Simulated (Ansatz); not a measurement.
Basis sets compared for (Cl2Al-mu-PH2)3 (Al₃P₃H₆Cl₆). Charge 0, multiplicity 1. Geometry PBE-D4/def2-SVP. Ansatz on 4 threads of Arm Neoverse V1 on a shared host; times are rough, and most runs start from earlier orbitals.

```xyz
18

Al   -0.577   -1.418    1.690
Cl   -2.525   -1.283    0.813
Cl   -0.217   -2.704    3.337
P    -0.109    0.899    2.163
Al    0.478    2.219    0.233
Cl   -0.002    4.272    0.450
Cl    2.494    1.597   -0.117
P    -0.781    1.152   -1.526
Al    0.114   -0.961   -2.295
Cl    1.741   -0.477   -3.569
Cl   -1.416   -2.264   -2.973
P     0.875   -1.865   -0.182
H    -1.232    1.424    2.872
H     0.922    1.073    3.134
H    -0.803    2.062   -2.627
H    -2.169    1.073   -1.210
H     2.228   -1.517    0.107
H     0.979   -3.284   -0.302
```

Binding counts from free atoms (Al doublet, Cl doublet, P quartet, H doublet) in the same basis, without a counterpoise term.

```tsv
level	functions	energy (Eh)	HOMO (eV)	LUMO (eV)	binding per atom (eV)	wall time
HF/STO-3G	114	-4459.5467	-9.23	5.90	3.50	1.7 s
HF/6-31G	168	-4508.5023	-11.63	1.29	1.85	5.5 s
PBE-D4/def2-SVP	246	-4513.3207	-7.04	-2.21	3.26	7.5 s
PBE0-D4/def2-SVP	246	-4513.7312	-8.32	-1.50	3.24	14 s
```

Problem. Estimate the rows for PBE-D4/def2-TZVP, PBE0-D4/def2-TZVP (with forces).

Solution. 
| level | functions | energy (Eh) | HOMO (eV) | LUMO (eV) | binding per atom (eV) | wall time |
| --- | --- | --- | --- | --- | --- | --- |
| PBE-D4/def2-TZVP | 480 | -4514.8851 | -7.15 | -2.57 | 3.24 | 18 s |
| PBE0-D4/def2-TZVP (with forces) | 480 | -4515.2764 | -8.35 | -1.82 | 3.23 | 60 s |
